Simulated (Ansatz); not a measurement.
One change: `F[SiH]([SiH3])O[SiH3]` becomes `O[SiH]([SiH3])O[SiH3]`.

Ansatz, PBE0-D4/def2-TZVP geometries, multiplicity 1. Each molecule was computed in one conformer, which needn't be the lowest.

```json
{"property": "HOMO energy (PBE0/def2-TZVPP) / eV", "`F[SiH]([SiH3])O[SiH3]`": "-8.12"}
{"property": "LUMO energy (PBE0/def2-TZVPP) / eV", "`F[SiH]([SiH3])O[SiH3]`": "-0.45"}
{"property": "size of the dipole moment (ωB97M-V/def2-TZVPP) / D", "`F[SiH]([SiH3])O[SiH3]`": "1.21"}
{"property": "HOMO–LUMO gap (PBE0/def2-TZVPP) / eV", "`F[SiH]([SiH3])O[SiH3]`": "7.67"}
{"property": "HOMO–LUMO gap (ωB97M-V/def2-TZVPP) / eV", "`F[SiH]([SiH3])O[SiH3]`": "11.48"}
{"property": "LUMO energy (ωB97M-V/def2-TZVPP) / eV", "`F[SiH]([SiH3])O[SiH3]`": "1.28"}
```

(1) Give the same properties after the change, and the shifts. (Estimate.)

## Answers

(1) The calculation gave: 
```tsv
property	`O[SiH]([SiH3])O[SiH3]`	shift
HOMO energy (PBE0/def2-TZVPP) / eV	-7.79	0.33
LUMO energy (PBE0/def2-TZVPP) / eV	-0.33	0.12
size of the dipole moment (ωB97M-V/def2-TZVPP) / D	1.31	0.10
HOMO–LUMO gap (PBE0/def2-TZVPP) / eV	7.46	-0.21
HOMO–LUMO gap (ωB97M-V/def2-TZVPP) / eV	11.21	-0.27
LUMO energy (ωB97M-V/def2-TZVPP) / eV	1.34	0.06
```

With PBE0 the HOMO rises by 0.33 eV and the LUMO rises by 0.12 eV, so the gap narrows by about 0.21 eV. PBE moves the HOMO by 0.32 eV and ωB97M-V by 0.33 eV. The zero-point energy changes by 29.7 kJ/mol with +3 modes. Dipoles are sizes alone; their direction can turn.
